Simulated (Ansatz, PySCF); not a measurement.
The pair A = GeH4 (SMILES [GeH4]) (first 5 atoms), B = C2H6O (SMILES COC); geometry from B3LYP-D3(BJ)/def2-TZVP.
(charge 0, multiplicity 1):
```xyz
14

Ge     0.27548     0.00491     0.66784
H     -0.18959    -1.42929     0.94693
H     -0.71871     1.01108     1.26635
H      0.31994     0.22170    -0.85823
H      1.67846     0.24257     1.23904
C      0.49010     0.88872     4.34295
O      0.10388    -0.35034     3.78908
C     -1.24054    -0.67395     4.07009
H      0.39972     0.88132     5.43650
H     -0.12062     1.71018     3.94681
H      1.53086     1.05618     4.07120
H     -1.41279    -0.75527     5.15073
H     -1.44876    -1.63423     3.60141
H     -1.92583     0.08020     3.66218
```

Run with Ansatz (Gaussian orbitals); PySCF for the dispersion terms. Values without a source in brackets are computed.

The monomers are drawn apart, rigid, along the line of their centres of mass. Counterpoise-corrected interaction energies (kcal/mol):

```tsv
level	R = 4.704 Å	R = 5.962 Å
PBE/def2-TZVPPD	-0.4182	-0.0822
PBE-D3(BJ)/def2-TZVPPD	-0.9245	-0.2177
wB97M-V/def2-TZVPPD	-0.8269	-0.2088
```

**Question.** R is the distance of the centres of mass. Find the local exponent m of E ∝ R⁻ᵐ between the two points.

**Answer.** 
m = ln(E₁/E₂)/ln(R₂/R₁): PBE/def2-TZVPPD 6.9; PBE-D3(BJ)/def2-TZVPPD 6.1; wB97M-V/def2-TZVPPD 5.8. For scale, two fixed dipoles give m = 3, dipole and quadrupole 4, quadrupoles 5, and dispersion or dipole-induced dipole 6 at long range; at these distances several terms mix, and what is left of overlap and damping shifts m, so it need not match one of them.

Ansatz is a first-principles code.
